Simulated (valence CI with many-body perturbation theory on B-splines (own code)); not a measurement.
**Dy51+: calculated level list**

Method: relativistic CI+MBPT: five valence electrons over a frozen Dirac-Fock core [Ne], radial functions for each j: 11 s, 11 p, 10 d, 8 f, 5 g, 2 h, with the one-electron correlation potential Σ1, the two-electron term Σ2, the three-electron term Σ3, Breit, model QED; selected CI, second order for the rest, scaled by the run's own slope (own B-spline code, finite nucleus).

No measured spectrum was set against this ion. As an estimate, large intervals hold to a few tenths of a per cent, small ones and those within an open d or f shell to about a per cent. Among the levels kept, up to 3200 cm⁻¹ of a level comes from second order outside the variational space, and about a tenth of that is noise between levels of different J, which matters for small intervals.

Levels 46 to 90 of 166, with energies above the lowest level, (3s^2 3p1/2^2 3p3/2) J=3/2. "Leading %" is the weight of the configuration and term that name the level; weights of strongly mixed levels are sums over their largest components and can fall short, so below about 35 % the name and the second component can differ from the true leading terms, or belong to a minority configuration. In the jj column 3d3/2^4 stands for four electrons in 3d with j = 3/2.

```csv
No.,Configuration,Term,J,E (eV),Leading %,Leading jj,g
46,3s2 3p2 3d,4P,3/2,625.22,24,3s^2 3p3/2^2 3d3/2 (77 %),1.186
47,3s2 3p2 3d,4P,1/2,626.28,38,3s^2 3p3/2^2 3d3/2 (78 %),1.610
48,3s 3p3 3d,2D°,5/2,629.93,24,3s 3p1/2^2 3p3/2 3d5/2 (80 %),1.082
49,3s 3p3 3d,2P°,3/2,631.34,18,3s 3p1/2^2 3p3/2 3d5/2 (80 %),1.343
50,3s2 3p 3d2,4D°,1/2,635.15,39,3s^2 3p1/2 3d3/2^2 (86 %),0.635
51,3s2 3p 3d2,4F°,3/2,638.72,33,3s^2 3p1/2 3d3/2^2 (79 %),0.776
52,3s2 3p2 3d,2D,3/2,641.55,67,3s^2 3p3/2^2 3d3/2 (88 %),0.845
53,3s2 3p2 3d,2F,7/2,646.20,52,3s^2 3p3/2^2 3d5/2 (97 %),1.228
54,3s2 3p2 3d,4F,9/2,648.19,60,3s^2 3p3/2^2 3d5/2 (98 %),1.237
55,3s2 3p 3d2,4G°,7/2,649.10,56,3s^2 3p1/2 3d3/2 3d5/2 (93 %),1.025
56,3s2 3p 3d2,2D°,5/2,652.40,24,3s^2 3p1/2 3d3/2 3d5/2 (92 %),1.073
57,3s2 3p2 3d,2P,1/2,654.48,52,3s^2 3p3/2^2 3d5/2 (92 %),1.283
58,3s2 3p 3d2,4D°,3/2,657.97,40,3s^2 3p1/2 3d3/2 3d5/2 (88 %),1.203
59,3s2 3p 3d2,4P°,1/2,658.92,43,3s^2 3p1/2 3d3/2 3d5/2 (91 %),1.833
60,3s2 3p 3d2,2H°,9/2,661.54,44,3s^2 3p1/2 3d3/2 3d5/2 (94 %),1.039
61,3s2 3p2 3d,2D,5/2,674.18,76,3s^2 3p3/2^2 3d5/2 (98 %),1.200
62,3s2 3p2 3d,2P,3/2,685.93,42,3s^2 3p3/2^2 3d5/2 (93 %),1.177
63,3s2 3p 3d2,4D°,5/2,686.84,25,3s^2 3p1/2 3d3/2 3d5/2 (82 %),1.164
64,3s2 3p 3d2,2F°,7/2,688.46,33,3s^2 3p1/2 3d3/2 3d5/2 (77 %),1.182
65,3s2 3p2 3d,2D,5/2,690.87,52,3s^2 3p3/2^2 3d5/2 (91 %),1.165
66,3s2 3p 3d2,4D°,3/2,694.56,22,3s^2 3p1/2 3d3/2 3d5/2 (81 %),1.345
67,3s2 3p 3d2,2F°,7/2,712.47,27,3s^2 3p1/2 3d5/2^2 (76 %),1.202
68,3s2 3p 3d2,4G°,9/2,713.79,27,3s^2 3p1/2 3d5/2^2 (89 %),1.118
69,3p5,2P°,3/2,714.95,23,3s 3p1/2 3p3/2^2 3d3/2 (67 %),1.226
70,3s2 3p 3d2,2F°,5/2,721.34,33,3s^2 3p1/2 3d5/2^2 (80 %),1.113
71,3s2 3p 3d2,2P°,3/2,721.41,26,3s^2 3p1/2 3d5/2^2 (87 %),1.336
72,3s 3p3 3d,4F°,5/2,725.62,32,3s 3p1/2 3p3/2^2 3d3/2 (77 %),1.205
73,3s 3p3 3d,6D°,1/2,726.05,37,3s 3p1/2 3p3/2^2 3d3/2 (89 %),1.943
74,3p5,2P°,3/2,734.28,42,3p1/2^2 3p3/2^3 (42 %),1.268
75,3s 3p3 3d,4G°,7/2,735.20,28,3s 3p1/2 3p3/2^2 3d3/2 (89 %),1.194
76,3s 3p2 3d2,4F,3/2,737.81,41,3s 3p1/2^2 3d3/2^2 (94 %),0.414
77,3s2 3p 3d2,2P°,1/2,741.95,61,3s^2 3p1/2 3d5/2^2 (78 %),0.644
78,3s 3p2 3d2,4F,5/2,746.46,25,3s 3p1/2^2 3d3/2^2 (92 %),1.063
79,3s 3p3 3d,4G°,9/2,748.11,42,3s 3p1/2 3p3/2^2 3d3/2 (93 %),1.154
80,3s 3p3 3d,4F°,3/2,754.09,42,3s 3p1/2 3p3/2^2 3d3/2 (86 %),0.809
81,3s 3p3 3d,4P°,5/2,759.78,30,3s 3p1/2 3p3/2^2 3d3/2 (85 %),1.353
82,3s 3p3 3d,4D°,7/2,760.46,35,3s 3p1/2 3p3/2^2 3d3/2 (78 %),1.234
83,3s 3p3 3d,4D°,1/2,762.55,49,3s 3p1/2 3p3/2^2 3d3/2 (77 %),0.650
84,3s 3p2 3d2,4P,1/2,763.15,46,3s 3p1/2^2 3d3/2^2 (91 %),2.468
85,3s 3p3 3d,4P°,3/2,767.66,30,3s 3p1/2 3p3/2^2 3d3/2 (87 %),1.464
86,3s 3p3 3d,6D°,9/2,767.84,41,3s 3p1/2 3p3/2^2 3d5/2 (95 %),1.355
87,3s 3p3 3d,2F°,5/2,772.69,23,3s 3p1/2 3p3/2^2 3d3/2 (92 %),1.036
88,3s 3p3 3d,4F°,3/2,772.77,33,3s 3p1/2 3p3/2^2 3d3/2 (93 %),0.885
89,3s 3p3 3d,2G°,7/2,772.86,32,3s 3p1/2 3p3/2^2 3d5/2 (53 %),1.215
90,3s 3p3 3d,2G°,7/2,777.57,33,3s 3p1/2 3p3/2^2 3d3/2 (58 %),1.154
```
